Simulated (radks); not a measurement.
Task: The table gives one normalised radial function P(r) = r R(r) of Pb20+ in [Kr] 4d10 4f14 5s2 (r in bohr). All-electron calculation, scalar-relativistic Kohn-Sham, BLYP, spin-polarised, spherical densities, finite nucleus; Fermi nuclear charge, rms radius 5.5012 fm. Program: a radial shooting solver on a logarithmic mesh with Libxc functionals.

r               P
0.0007966   0.0000
0.001037    0.0000
0.001362    0.0001
0.001773    0.0001
0.002309    0.0003
0.003006    0.0006
0.003914    0.0012
0.005097    0.0025
0.00669     0.0051
0.008711    0.0102
0.01134     0.0201
0.01477     0.0390
0.01923     0.0740
0.02504     0.1359
0.03287     0.2431
0.0428      0.4030
0.05574     0.6182
0.07258     0.8530
0.0945      1.0115
0.1231      0.9397
0.1615      0.4759
0.2103     -0.3321
0.2739     -1.2012
0.3566     -1.6958
0.4643     -1.5820
0.6095     -1.0233
0.7936     -0.4599
1.033      -0.1317
1.346      -0.0213
1.752      -0.0017
2.282      0.0000

Which n and l does it have? It may be an empty orbital.

Result: n = 4, l = 2: the number of nodes gives n - l - 1 = 1, the rise at small r (about r^(l+1), flatter next to the nucleus through relativity) gives l, and the extent must fit the shell. The curve is that of 4d. 4d: eigenvalue -855.11 eV, 1 radial node at r = 0.190 bohr, <r> = 0.425 bohr, 90 % of the charge inside 0.630 bohr.
